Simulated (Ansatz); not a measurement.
Computed with Ansatz on PBE0-D4/def2-TZVP structures; ΔE is electronic, products minus reactants. CCSD(T)/CBS is the MP2 limit (def2-TZVPP, def2-QZVPP) plus CCSD(T) − MP2 in def2-TZVPP, frozen cores. Functionals use def2-TZVPP. B3LYP here is the variant with VWN-RPA as its local correlation; programs differ in this. For Ge outer-core shells are correlated without core-valence functions, which leaves a few kJ/mol of doubt a bond. Scalar relativity is left out up to krypton. One conformer a species, not always the lowest.

Consider the ligand exchange at a B–C bond: `BCOC` + `S[CH2][GeH3]` → `BS[CH2][GeH3]` + `COC`.

```csv
level,ΔE (kJ/mol),difference from CCSD(T)/CBS
PBE-D4,-112.6,-4.8
r2SCAN-D4,-111.2,-3.4
PBE0-D4,-109.2,-1.4
B3LYP-D4,-107.1,0.7
ωB97X-V,-102.8,5.0
ωB97M-V,-103.4,4.4
B2PLYP,-107.4,0.4
PBE,-110.6,-2.8
r2SCAN,-110.7,-2.9
PBE0,-107.4,0.4
B3LYP,-103.9,3.9
HF/def2-TZVPP,-93.1,14.7
MP2/def2-TZVPP,-112.8,-5.0
SCS-MP2/def2-TZVPP,-108.2,-0.4
CCSD/def2-TZVPP,-104.4,3.4
CCSD(T)/def2-TZVPP,-108.9,-1.1
HF/def2-QZVPP,-92.3,15.5
MP2/def2-QZVPP,-111.9,-4.1
SCS-MP2/def2-QZVPP,-107.4,0.4
HF/CBS(def2),-92.2,15.6
MP2/CBS(def2),-111.7,-3.9
CCSD/CBS(def2),-103.4,4.4
CCSD(T)/CBS,-107.8,0
```

Largest T1 diagnostic among the species: 0.013.

The D4 term adds −3.3 kJ/mol with B3LYP and −1.8 kJ/mol with PBE0; it sums over pairs of atoms, weighted by their polarisabilities, and B3LYP, whose exchange is more repulsive, gets the larger term. In def2-TZVPP, CCSD(T) changes the Hartree–Fock value by −15.7 kJ/mol (the triples alone add −4.4 kJ/mol) and MP2 by −19.6 kJ/mol. From PBE to PBE0 (25 % exact exchange), in def2-TZVPP and without D4, ΔE moves by +3.2 kJ/mol.
